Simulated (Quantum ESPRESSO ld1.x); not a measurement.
Input file for ld1.x (Quantum ESPRESSO 7.5):

```
 &input
    atom='Pm',
    iswitch=1,
    rel=1,
    lsd=1,
    dft='PZ',
    config='[Kr] 4d10 4f3 5s2 5p3',
    verbosity='high',
    prefix='ld1',
    max_out_wfc=37,
    file_charge='ld1.rho',
 /
```

Output (excerpt):

```
     Program LD1 v.7.5 starts

     --------------------------- All-electron run ----------------------------

     scalar relativistic calculation

     atomic number is 61.00
     dft =PZ   lsd =1 sic =0 latt =0  beta=0.20 tr2=1.0E-14
     Exchange-correlation= PZ
                           (   1   1   0   0   0   0   0)
     mesh =2091 r(mesh) = 100.39638 a.u. xmin = -8.00 dx = 0.00800
     1 Ry =  13.60569312 eV, c = 137.03599908

     n l     nl                  e(Ry)          e(Ha)          e(eV)
     1 0     1S 1( 1.00)   -3313.675928117   -1656.837964059 -45084.8577870
     2 0     2S 1( 1.00)    -545.296100001    -272.648050001  -7419.1313978
     2 1     2P 1( 3.00)    -488.005551591    -244.002775796  -6639.6537773
     3 0     3S 1( 1.00)    -125.006644157     -62.503322078  -1700.8020387
     3 1     3P 1( 3.00)    -107.016526121     -53.508263061  -1456.0340135
     4 0     4S 1( 1.00)     -30.967777405     -15.483888702   -421.3380761
     4 1     4P 1( 3.00)     -25.024971163     -12.512485582   -340.4820781
     3 2     3D 1( 5.00)     -82.286572487     -41.143286244  -1119.5658534
     4 2     4D 1( 5.00)     -16.615692329      -8.307846165   -226.0680109
     4 3     4F 1( 3.00)      -7.494788523      -3.747394262   -101.9717927
     5 0     5S 1( 1.00)      -9.730731026      -4.865365513   -132.3933402
     5 1     5P 1( 3.00)      -8.013215186      -4.006607593   -109.0253468
     1 0     1S 2( 1.00)   -3313.654330699   -1656.827165349 -45084.5639392
     2 0     2S 2( 1.00)    -545.280446810    -272.640223405  -7418.9184253
     2 1     2P 2( 3.00)    -487.985593192    -243.992796596  -6639.3822294
     3 0     3S 2( 1.00)    -124.902599574     -62.451299787  -1699.3864401
     3 1     3P 2( 3.00)    -106.911639355     -53.455819677  -1454.6069563
     4 0     4S 2( 1.00)     -30.732051474     -15.366025737   -418.1308614
     4 1     4P 2( 3.00)     -24.787637295     -12.393818648   -337.2529863
     3 2     3D 2( 5.00)     -82.201008758     -41.100504379  -1118.4016996
     4 2     4D 2( 5.00)     -16.371173079      -8.185586540   -222.7411570
     4 3     4F 2( 0.00)      -7.223779734      -3.611889867    -98.2845302
     5 0     5S 2( 1.00)      -9.399672585      -4.699836293   -127.8890607
     5 1     5P 2( 0.00)      -7.694285263      -3.847142631   -104.6860841

     final scf error:  6.1E-15 reached in  34 iterations

     Etot =  -20002.634052 Ry,  -10001.317026 Ha, -272149.700567 eV
     Total magnetization:    6.00 Bohr mag.

     Ekin =   21333.344472 Ry,   10666.672236 Ha,  290254.938176 eV
     Encl =  -48243.358680 Ry,  -24121.679340 Ha, -656384.333420 eV
     Eh   =    7343.579696 Ry,    3671.789848 Ha,   99914.491764 eV
     Exc  =    -436.199540 Ry,    -218.099770 Ha,   -5934.797087 eV
```

Run on one thread of a shared host, so times are rough (Intel(R) Xeon(R) Processor @ 2.60GHz): 0.92 s of CPU time, 1.9 s wall, 34 iterations on 2091 mesh points.
